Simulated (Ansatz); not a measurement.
A geometry relaxed with PBE0-D3(BJ)/def2-TZVP (Ansatz, an electronic-structure program), charge 0, multiplicity 1:

```xyz
8

C     -0.9743    -0.0609     0.1189
C      1.1275    -0.3225    -0.3088
H      2.1879    -0.4071    -0.5042
H     -1.4541    -0.3191     1.0643
C      0.3515     0.6267     0.2204
H      0.5870     1.6078     0.6117
S     -0.1284    -1.5136    -0.6382
H     -1.6970     0.3887    -0.5641
```

Question: Write the SMILES of this molecule.

Answer: `C1=CSC1`
